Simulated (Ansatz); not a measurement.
Gas-phase reaction in SMILES: C1=CCSC1 + 4 C (CH4) + S (H2S) -> C=C (C2H4) [ethene] + 2 CC (C2H6) [ethane] + 2 CS (CH4S)
Geometries: B3LYP-D3(BJ)/def2-TZVP minima from Ansatz (a program for electronic structure), one conformer each, not searched for the lowest.

Quantity: bond separation energy (electronic energy difference), in kcal/mol. Valence correlation only, unless marked. Spin-orbit coupling is left out. No relativistic terms. CBS(X,Y): correlation extrapolated as X^-3; Hartree-Fock from the larger set. [CCSD(T)-MP2]/basis is that difference in the basis named.

```
level                        program  bond separation energy (kcal/mol)
--------------------  --------------  ---------------------------------
PBE/def2-TZVPD                Ansatz                               13.0
r2SCAN-D4/def2-TZVPD  Ansatz + dftd4                               14.0
```

Task: Predict the RI-MP2/CBS(cc-pV(T+d)Z,cc-pV(Q+d)Z)+[CCSD(T)-MP2]/cc-pV(T+d)Z result (Ansatz).

Result: 13.5 kcal/mol
